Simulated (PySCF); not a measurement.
SMILES NC(=O)/C=C\I, C₃H₄INO: coupling constants with relativity

Geometry:
```tsv
atom	x (Å)	y (Å)	z (Å)
N1	-1.844	-0.314	-0.067
C2	-0.696	0.389	0.137
O3	-0.695	1.535	0.536
C4	0.541	-0.381	-0.176
C5	1.802	0.036	-0.030
I6	2.475	1.871	0.675
H7	-1.851	-1.275	-0.372
H8	-2.722	0.143	0.141
H9	0.416	-1.397	-0.569
H10	2.632	-0.622	-0.296
```

Method: indirect couplings at PBE0/pcJ-1 (dyall-v2z on I), no solvent, Gaussian nuclear model, structure from PBE0-D3(BJ)/def2-SVP; PySCF 2.14 with density-fitted X2C routines.

Non-relativistic values:
```json
{"coupling": "1J(127I,13C)", "atoms": "I6 – C5", "J (Hz)": "-210.4"}
{"coupling": "2J(127I,13C)", "atoms": "I6 – C4", "J (Hz)": "-21.0"}
{"coupling": "2J(127I,1H)", "atoms": "I6 – H10", "J (Hz)": "21.0"}
{"coupling": "3J(127I,13C)", "atoms": "I6 – C2", "J (Hz)": "-3.6"}
{"coupling": "3J(127I,1H)", "atoms": "I6 – H9", "J (Hz)": "3.9"}
{"coupling": "4J(127I,17O)", "atoms": "I6 – O3", "J (Hz)": "-21.9"}
{"coupling": "5J(127I,1H)", "atoms": "I6 – H7", "J (Hz)": "0.4"}
```

What do two-component X2C with spin–orbit coupling give?

Results:


| coupling | atoms | with spin–orbit (Hz) |
| --- | --- | --- |
| 1J(127I,13C) | I6 – C5 | -248.4 |
| 2J(127I,13C) | I6 – C4 | -26.2 |
| 2J(127I,1H) | I6 – H10 | 21.2 |
| 3J(127I,13C) | I6 – C2 | -4.9 |
| 3J(127I,1H) | I6 – H9 | 1.1 |
| 4J(127I,17O) | I6 – O3 | -25.4 |
| 5J(127I,1H) | I6 – H7 | 0.5 |

The largest listed coupling, 1J(127I,13C), ends at 1.18 times its non-relativistic value. Couplings to strongly quadrupolar nuclei (127I) are seldom resolved in solution.
